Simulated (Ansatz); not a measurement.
Cost and result up the ladder for Ca4O3 (7 atoms). Total charge 0; singlet. Geometry: r2SCAN-D4/def2-SVP.

```csv
atom,x (Å),y (Å),z (Å)
Ca1,-2.397,-1.313,1.201
Ca2,2.932,1.816,-1.593
Ca3,0.549,-1.029,0.282
Ca4,-0.406,1.885,-0.638
O5,1.412,0.780,-0.713
O6,-0.748,-2.412,1.180
O7,-1.342,0.271,0.281
```

Ansatz on 4 threads of Arm Neoverse V2 on a shared host. Times are rough, and most runs start from the orbitals of an earlier one. No level here is sound enough to serve as a yardstick. Binding counts from free atoms at the same level (Ca singlet, O triplet; other spins of the atoms weren't run), without zero-point energy or a counterpoise term.

Correlated methods freeze 23 core orbitals; core or outer-core shells of Ca are correlated, in sets that lack core-valence functions. The rows differ in basis, and correlated rows in double-zeta sets carry the largest basis error. Another isomer (singlet) lies 1.12 eV lower at PBE0-D4/def2-TZVP; other spin states weren't run for this one.

Correlated methods converge slowly with the basis, most of all in double-zeta sets.

| level | functions | wall time | binding energy per atom (eV) | remarks |
| --- | --- | --- | --- | --- |
| LDA (SPW92)/def2-TZVP | 237 | 2.4 s | 4.34 | restricted SCF unstable in HF |
| PBE-D4/def2-SVP | 138 | 2.4 s | 3.94 | restricted SCF unstable in HF |
| PBE0-D4/def2-SVP | 138 | 3.6 s | 3.64 | restricted SCF unstable in HF |
| PBE-D4/def2-TZVP (with forces) | 237 | 5.5 s | 3.82 | restricted SCF unstable in HF |
| r2SCAN-D4/def2-TZVP | 237 | 8.5 s | 3.81 | restricted SCF unstable in HF |
| CAM-B3LYP-D4/def2-TZVP | 237 | 8.5 s | 3.55 | restricted SCF unstable in HF |
| MP2/def2-TZVP | 237 | 8.5 s | 3.44 | restricted SCF unstable |
| PBE0-D4/def2-TZVP | 237 | 9.5 s | 3.53 | restricted SCF unstable in HF |
| B97M-V/def2-TZVP | 237 | 18 s | 3.62 | restricted SCF unstable in HF |
| CCSD(T)/def2-SVP | 138 | 44 s | 3.14 | large T1 (0.022), restricted SCF unstable |
